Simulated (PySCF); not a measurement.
**A computed series [MCl4]−**

Computed with PySCF 2.14.0, r2SCAN, def2-SVP on the ligands, density fitting, scalar-relativistic core potentials, no spin-orbit coupling, vacuum. Each member is relaxed from one template within its symmetry. Distances are means of the shortest metal–ligand contacts, charges and spins Mulliken's; removal energies are rigid, with the ligand's formal charge and no counterpoise, so too large; for an anion taken off a cation in vacuum most of it is the attraction of opposite charges, and multiply charged cations can part far more cheaply with an electron moved from ligand to metal. lcecp potentials hold a fixed number of 4f electrons in the core, out of states, spins and gaps.

| metal | basis on the metal | point group | M–Cl (Å) | charge on M (e) | removal of one Cl (eV) | unstable modes (below −25 cm⁻¹) |
| --- | --- | --- | --- | --- | --- | --- |
| Ce | lcecp-1-SVP with ECP47 | Td | 2.660 | 0.82 | 4.85 | not given |
| Yb | lcecp-1-SVP with ECP59 | Td | 2.493 | 0.72 | 5.15 | not given |

Question: What does the calculation give for Er, lcecp-1-SVP with ECP57?

Answer: point group: Td, M–Cl (Å): 2.514, charge on M (e): 0.73, removal of one Cl (eV): 5.10, unstable modes (below −25 cm⁻¹): not given.
```xyz
5

Er    0.0000    0.0000    0.0000
Cl    1.4513    1.4513    1.4513
Cl   -1.4513   -1.4513    1.4513
Cl    1.4513   -1.4513   -1.4513
Cl   -1.4513    1.4513   -1.4513
```

From Ce to Yb the M–Cl distance shrinks by 0.17 Å, the lanthanide contraction, and the energy to remove one Cl rises by 0.30 eV.

One start shape was tried for each, so a minimum needn't be the lowest isomer.
